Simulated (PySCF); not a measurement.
## Adding and removing an electron: LiIn

r²SCAN; basis Li cc-pVDZ, In cc-pVDZ-PP with ECP28; scalar-relativistic core potentials; PySCF 2.14. Neutral (UKS): singlet (closed shell), Re = 3.018 Å, ωe = 265 cm⁻¹, De = 0.83 eV, HOMO -3.05 eV, LUMO -2.22 eV.

LiIn⁺ (UKS): doublet (σ ↑), Re = 3.235 Å, ωe = 195 cm⁻¹, De = 1.28 eV to Li⁺ + In. The energies at the minima are -197.68427 hartree for LiIn and -197.50318 for LiIn⁺.

Q: Work out the adiabatic ionisation energy, without and with harmonic zero-point energies (1 hartree = 27.2114 eV, 1 eV = 8065.5 cm⁻¹), and the change of the bond length.

A: At r²SCAN: 0.18109 hartree = 4.928 eV between the minima; the zero-point term (195.0 − 265.0)/2 cm⁻¹ = -0.004 eV makes it 4.923 eV. Re changes by +21.7 pm against the neutral. Minus the HOMO energy is 3.05 eV, -1.88 eV from the value between the minima; self-interaction puts the Kohn–Sham level too high, less so with exact exchange. The electron leaves a σ orbital, and the longer bond of the ion fits a bonding orbital, or a change in how ionic the bond is.

Closed-shell solutions of metal pairs were not tested for spin polarisation, which can lower them a little. Spin–orbit coupling is left out, which matters for elements this heavy, above all for dissociation energies. For an ion De counts to the pair picked by the measured ionisation energies or electron affinities, which need not be the lowest pair at this level. States were picked by a PBE0 search and need not be the measured ground states.
